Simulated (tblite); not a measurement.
C5H13BO.
SMILES with atom numbers: `[BH3-:1][O+:2]1[CH2:3][CH2:4][CH2:5][C@H:6]1[CH3:7]` (hydrogens: H8, H9, H10 on B1; H11, H12 on C3; H13, H14 on C4; H15, H16 on C5; H17 on C6; H18, H19, H20 on C7)

Computed with GFN2-xTB (tblite), gas phase: L-BFGS steps from a force-field or distance-geometry start until the largest atomic force falls under 0.01 eV/Å.

At the end of the run (lengths in Å): B1–O2 1.631, C7–H20 1.087, C3–H12 1.091, C6–H17 1.095, C4–H14 1.087, C3–H11 1.097, C5–H16 1.088, C3–O2–C6 109.5°, B1–O2–C6 114.8°, B1–O2–C3 113.6°, O2–C3–C4 104.1°, B1–O2–C3–C4 -162°, O2–C3–C4–C5 40°, C3–C4–C5–C6 -33°, H15–C5–C6–C7 140°, H17–C6–C5–C4 133°.

Question: These geometries were met on the way; a selection of coordinates is given. Order them by energy above the end point, lowest first.
A. B1–O2 1.597, C7–H20 1.085, C3–H12 1.084, C6–H17 1.097, C4–H14 1.082, C3–H11 1.092, C5–H16 1.086, C3–O2–C6 109.0°, B1–O2–C6 111.9°, B1–O2–C3 110.5°, O2–C3–C4 104.6°, B1–O2–C3–C4 -159°, O2–C3–C4–C5 32°, C3–C4–C5–C6 -17°, H15–C5–C6–C7 118°, H17–C6–C5–C4 115°
B. B1–O2 1.502, C7–H20 1.118, C3–H12 1.122, C6–H17 1.125, C4–H14 1.117, C3–H11 1.121, C5–H16 1.108, C3–O2–C6 105.2°, B1–O2–C6 111.5°, B1–O2–C3 111.0°, O2–C3–C4 107.3°, B1–O2–C3–C4 -157°, O2–C3–C4–C5 33°, C3–C4–C5–C6 -16°, H15–C5–C6–C7 117°, H17–C6–C5–C4 118°
C. B1–O2 1.549, C7–H20 1.100, C3–H12 1.089, C6–H17 1.107, C4–H14 1.091, C3–H11 1.103, C5–H16 1.093, C3–O2–C6 107.7°, B1–O2–C6 111.5°, B1–O2–C3 110.4°, O2–C3–C4 105.4°, B1–O2–C3–C4 -158°, O2–C3–C4–C5 32°, C3–C4–C5–C6 -16°, H15–C5–C6–C7 118°, H17–C6–C5–C4 116°
D. B1–O2 1.642, C7–H20 1.087, C3–H12 1.092, C6–H17 1.096, C4–H14 1.088, C3–H11 1.097, C5–H16 1.088, C3–O2–C6 108.7°, B1–O2–C6 113.3°, B1–O2–C3 111.0°, O2–C3–C4 105.3°, B1–O2–C3–C4 -160°, O2–C3–C4–C5 32°, C3–C4–C5–C6 -17°, H15–C5–C6–C7 117°, H17–C6–C5–C4 114°
E. B1–O2 1.641, C7–H20 1.084, C3–H12 1.093, C6–H17 1.096, C4–H14 1.084, C3–H11 1.095, C5–H16 1.085, C3–O2–C6 109.2°, B1–O2–C6 112.8°, B1–O2–C3 111.0°, O2–C3–C4 104.8°, B1–O2–C3–C4 -160°, O2–C3–C4–C5 31°, C3–C4–C5–C6 -17°, H15–C5–C6–C7 118°, H17–C6–C5–C4 114°

Answer: D (0.031 eV), E (0.053 eV), A (0.094 eV), C (0.178 eV), B (0.391 eV).

| step | E above end (eV) | rms distance from the end, all atoms (Å) | largest force (eV/Å) | rms shift of all bonds from the end (Å) |
| --- | --- | --- | --- | --- |
| 12 | 0.031 | 0.238 | 0.072 | 0.003 |
| 4 | 0.053 | 0.242 | 0.225 | 0.004 |
| 2 | 0.094 | 0.244 | 0.495 | 0.009 |
| 1 | 0.178 | 0.245 | 1.295 | 0.019 |
| 0 | 0.391 | 0.247 | 2.295 | 0.034 |

Rows stand in the order of the answer.
